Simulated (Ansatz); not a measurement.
Correlation energies of C$_{2}$H$_{9}$SbSi, SMILES `C[CH2][SbH][SiH3]` by basis set

Cartesian coordinates in Å:
```
C -0.0420 1.9249 1.2899
C 0.4349 0.7757 0.4202
Sb -1.1310 0.0661 -0.9209
Si 0.1046 -2.1067 -1.5172
H 0.7624 2.2895 1.9363
H -0.8690 1.6216 1.9369
H -0.3884 2.7701 0.6895
H 1.2642 1.0827 -0.2215
H 0.7763 -0.0679 1.0212
H -1.9903 -0.7399 0.3224
H -0.8301 -3.0769 -2.1477
H 0.7203 -2.7391 -0.3184
H 1.1881 -1.8001 -2.4907
```

Charge 0, multiplicity 1. Correlated methods include outer-core shells of Sb, which these sets cover unevenly. Sb takes the def2 core potential. The structure was optimised at the PBE0-D4/def2-TZVP level. It is one conformer, not always the lowest. Frozen core, restricted reference, Ansatz.

```tsv
basis	HF (Eh)	MP2 corr.	CCSD corr.	(T)	CCSD(T) total
def2-SVP	-608.99767	?	?	-0.01758	?
def2-TZVPP	-609.19720	?	-0.89067	-0.03132	?
def2-QZVPP	-609.21190	?	–	–	–
```

(1) Fill in the withheld values. (An estimate is asked.)

Answers

(1) The calculation gave: def2-SVP MP2 corr.: -0.51970; def2-SVP CCSD corr.: -0.58751; def2-SVP CCSD(T) total: -609.60276; def2-TZVPP MP2 corr.: -0.84649; def2-TZVPP CCSD(T) total: -610.11919; def2-QZVPP MP2 corr.: -1.11768.
